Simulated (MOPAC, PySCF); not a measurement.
Dissociation curve of SiH, doublet.

Levels of theory: UMP2/6-31G* = unrestricted MP2 (frozen core)/6-31G*, spherical d in PySCF; PM6, unrestricted, heats of formation (MOPAC); UKS-M06-2X/6-31G* = unrestricted M06-2X/6-31G*, spherical d (PySCF); UCCSD(T) = CCSD(T) on UHF/cc-pVTZ, 5 core orbitals frozen run with PySCF.

Energies relative to the lowest point of each curve near equilibrium, in kcal/mol; the last columns give the difference from UCCSD(T):

```
R / Å  UMP2/6-31G*   PM6  UKS-M06-2X/6-31G*  UCCSD(T)  UMP2/6-31G* − UCCSD(T)  PM6 − UCCSD(T)  UKS-M06-2X/6-31G* − UCCSD(T)
-----  -----------  ----  -----------------  --------  ----------------------  --------------  ----------------------------
1.14          52.5  33.0               50.3      49.1                     3.4           -16.1                           1.3
1.23          26.4  19.2               25.2      24.7                     1.7            -5.4                           0.5
1.29          15.0  12.3               14.4      14.2                     0.8            -1.9                           0.2
1.39           4.2   4.4                4.0       4.1                     0.1             0.4                           0.0
1.45           1.2   1.6                1.1       1.2                     0.0             0.5                          -0.1
1.48           0.4   0.8                0.4       0.4                     0.0             0.3                           0.0
1.53           0.0   0.0                0.0       0.0                     0.0             0.0                           0.0
1.59           0.7   0.2                0.7       0.6                     0.1            -0.4                           0.1
1.61           1.2   0.5                1.1       1.0                     0.2            -0.5                           0.1
1.69           3.9   2.8                3.8       3.5                     0.4            -0.7                           0.3
1.80           9.4   8.3                9.2       8.5                     0.8            -0.3                           0.6
1.92          16.6  16.3               16.3      15.2                     1.4             1.1                           1.1
2.09          28.9  29.3               27.1      25.3                     3.6             3.9                           1.8
```

UMP2/6-31G* is furthest from UCCSD(T) at 2.09 (3.6 kcal/mol, above); its mean absolute difference over the points is 1.0 kcal/mol.

PM6 is furthest from UCCSD(T) at 1.14 (-16.1 kcal/mol, below); its mean absolute difference over the points is 2.4 kcal/mol.

UKS-M06-2X/6-31G* is furthest from UCCSD(T) at 2.09 (1.8 kcal/mol, above); its mean absolute difference over the points is 0.5 kcal/mol.

The scan ran from 1.14 to 6.11 Å; beyond the distances shown one of the unrestricted levels run for this scan, shown here or not, changes its spin distribution in one step. The unrestricted determinant behind UMP2/6-31G* is spin-contaminated at 2.09 Å (<S²> up to 0.9, against 0.75 for a pure doublet). The unrestricted determinant behind UCCSD(T) is spin-contaminated at 1.14 to 1.29 Å (<S²> up to 0.9, against 0.75 for a pure doublet).
